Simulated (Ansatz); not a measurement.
Reaction (ligand exchange at the Si–C bond): `C=C([SiH3])OC` + `C=NCS` → `C=NCS[SiH3]` + `C=COC`

Isolated molecules relaxed with PBE0-D4/def2-TZVP in Ansatz; ΔE leaves out vibrations. CCSD(T)/CBS adds triple-zeta CCSD(T) − MP2 to the extrapolated MP2 energy (def2 sets, frozen cores). One conformer a species, not always the lowest.

```tsv
level	ΔE (kcal/mol)
HF/CBS(def2)	-15.2
CCSD/CBS(def2)	-15.5
```

Question: What does CCSD(T)/CBS give? (An estimate is asked.)

Answer: The calculation gave: -15.6 kcal/mol. The listed levels differ from it by 0.4, 0.1 kcal/mol.

Largest T1 diagnostic among the species: 0.013.
